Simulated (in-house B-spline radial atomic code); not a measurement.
The numbers below are computed, except where a source is named.
Ghost states of the separable form: F

F, [He] 2s2 2p5, non-relativistic LDA (VWN5), spherical and spin-unpolarised, from an all-electron radial atomic-structure program (B-spline basis) (atomic units; all potentials screened as in the neutral atom).

Troullier-Martins channels: 2s (ε = -1.0869, r_c = 0.901 bohr), 2p (ε = -0.4156, r_c = 1.217 bohr). In the Kleinman-Bylander form one channel serves as the local potential, and each other channel l becomes |δV u><u δV|/<u|δV|u>, with δV = V_l − V_local and u the pseudo-orbital. Its strength is E_KB = <u|δV²|u>/<u|δV|u>. By the analysis of Gonze, Stumpf and Scheffler a spurious state lies below the reference level ε if E_KB > 0 and ε is above the second level of the local potential alone, or if E_KB < 0 and ε is above its first. The table's levels are those of angular momentum l in a sphere of 9 bohr, whose wall can lift a shallow ε a little above its free-atom value.

```csv
local,channel,<u δV u>,<u δV² u>,ε,first local level,second local level
p,s,1.282,12.214,-1.0869,-5.0612,-0.0852
s,p,-1.4416,13.071,-0.4156,-0.0162,0.1573
```

Question: Apply the rule to each row.

Answer: Local p, channel s: E_KB = +9.53, so ε = -1.0869 is set against -0.0852: no ghost. Local s, channel p: E_KB = -9.07, so ε = -0.4156 is set against -0.0162: no ghost.

Diagonalising the separable Hamiltonian gives:

```csv
local,channel,three lowest levels,"all-electron, two lowest valence levels"
p,s,"-1.0869, 0.0230, 0.2511","-1.0869, 0.0227"
s,p,"-0.4156, 0.0908, 0.3353","-0.4156, 0.0908"
```

Question: Which choices of local channel are safe?

Answer: All are free of ghosts. Among the safe choices the second level, which tests transfer, is off by at most 0.0 millihartree (s local), 0.3 millihartree (p local).
